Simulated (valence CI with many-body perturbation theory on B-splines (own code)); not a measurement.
## Sensitivity of CI+MBPT for Hg66+

Calculated by valence CI with perturbative core correlation (CI+MBPT): four valence electrons over a frozen Dirac-Fock core [Ne], radial functions for each j: 6 s, 6 p, 5 d, 3 f, 1 g, with the one-electron correlation potential Σ1, the two-electron term Σ2, the three-electron term Σ3, Breit, model QED; selected CI, second order for the rest, scaled by the run's own slope (own B-spline code, finite nucleus).

The last digits are not significant, and no measured levels were compared; by estimate large intervals hold to a few tenths of a per cent, small ones and those within an open d or f shell to about a per cent.

The reference run has the lowest level (3s^2 3p1/2^2) J=0 and an ionisation energy of 8007.30 eV. Its largest variational space holds 9997 state functions.

Levels are named by their leading jj configuration (3d3/2^4 stands for four electrons in 3d with j = 3/2), which in mixed levels can hold well under half, so a name can repeat and another be missing.

Changed runs:
A. QED terms on → off
B. logarithmic knot step 0.27 → 0.2
C. natural orbitals for correlation on → off
D. cutoff of virtual states (hartree) 12800 → 272.22 (bad on purpose)

Excitation energies of the reference run in cm⁻¹, and shifts in cm⁻¹:

```csv
Level,Reference,A,B,C,D
(3s^2 3p1/2 3p3/2) J=1,4116580,-3976,-0.2,-944,-1076
(3s^2 3p1/2 3p3/2) J=2,4198250,-3934,-0.2,-473,-1075
(3s 3p1/2^2 3p3/2) J=2,5666150,+43964,-9.2,-989,+408
(3s 3p1/2^2 3p3/2) J=1,5903290,+37122,-8.1,-272,+172
(3s^2 3p1/2 3d3/2) J=2,6076560,+6613,-3.3,-336,-1580
(3s^2 3p1/2 3d3/2) J=1,6481540,+14324,-4.5,+1110,-988
(3s^2 3p1/2 3d5/2) J=2,7195080,+4668,-3.4,-198,-2140
(3s^2 3p1/2 3d5/2) J=3,7208680,+3921,-3.3,+248,-2147
(3s 3p1/2^2 3d3/2) J=1,7664980,+55101,-12,-335,-92
(3s 3p1/2^2 3d3/2) J=2,7731700,+55092,-12,-42,-80
(3s^2 3p3/2^2) J=2,8379770,-7391,-0.7,-1213,-2089
(3s^2 3p3/2^2) J=0,8560570,-7359,-0.7,-593,-2041
Ionisation energy (eV),8007.30,+0.43,-0.00016,-0.44,-0.66
```
